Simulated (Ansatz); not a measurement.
A nudged elastic band was laid between two geometries of AlF$_{3}$H$_{2}$ (6 atoms, charge 0, multiplicity 1).

The calculation used RKS B3LYP/def2-SVP (Ansatz).

```json
{
  "movable images": "5",
  "climbing image": "yes",
  "spring": "5.0 eV/Å²",
  "optimiser": "quadratic models (default)",
  "start path": "through a guess of the saddle point",
  "force threshold": "0.05 eV/Å",
  "iteration limit": "60",
  "end points": "relaxed"
}
```

First end point:

```xyz
6
Properties=species:S:1:pos:R:3
Al 0.005 0.072 0.103
H 0.002 0.634 1.576
F 1.423 0.081 -0.768
F -1.426 0.009 -0.746
F 0.058 -1.850 0.753
H 0.066 -1.845 1.693
```

Last end point:

```xyz
6
Properties=species:S:1:pos:R:3
Al 0.019 -0.595 -0.209
H 0.013 0.160 1.823
F 1.420 0.207 -0.555
F -1.424 0.139 -0.530
F 0.062 -2.209 0.153
H 0.038 -0.600 1.930
```

Which bonds break or form, and what moves?

Bonds broken: Al1–H2, F5–H6. Bonds formed: H2–H6. AlF3H2 becomes AlF3 + H2.

Give the energies along the band, and the barrier.

The forces met the threshold. The highest image is number 3 of 0 to 6, 17.6 kJ/mol above the first end and 118.1 kJ/mol above the last; the last end lies 100.5 kJ/mol below the first. A vibrational analysis at the climbing image gives one clearly imaginary mode, 748i cm⁻¹: a first-order saddle point. The orbitals stay closed-shell, which can raise the energy where a bond breaks towards radicals; this wasn't checked here.

| image | path coordinate (Å) | energy (kJ/mol) | Al1–H2 (Å) | F5–H6 (Å) | H2–H6 (Å) |
| --- | --- | --- | --- | --- | --- |
| 0 | 0.00 | 0.0 | 1.58 | 0.94 | 2.48 |
| 1 | 0.32 | 2.3 | 1.59 | 0.95 | 2.04 |
| 2 | 0.65 | 8.8 | 1.61 | 0.97 | 1.61 |
| 3 | 0.97 | 17.6 | 1.68 | 1.08 | 1.21 |
| 4 | 1.38 | -39.5 | 1.85 | 1.49 | 0.86 |
| 5 | 1.78 | -91.6 | 2.08 | 1.94 | 0.77 |
| 6 | 2.18 | -100.5 | 2.17 | 2.40 | 0.77 |

What is the geometry of the highest image?


```xyz
6
Properties=species:S:1:pos:R:3
Al 0.011 -0.175 0.024
H 0.020 0.062 1.687
F 1.432 0.155 -0.757
F -1.436 0.089 -0.734
F 0.057 -1.888 0.802
H 0.045 -1.142 1.590
```

What are the harmonic wavenumbers there?

748i, 169, 229, 317, 467, 699, 794, 962, 1148, 1178, 1692, 2140 cm⁻¹.

Run time: 82 s on 1 thread of Arm Neoverse V2, with other jobs on the host, peak memory 0.12 GiB.
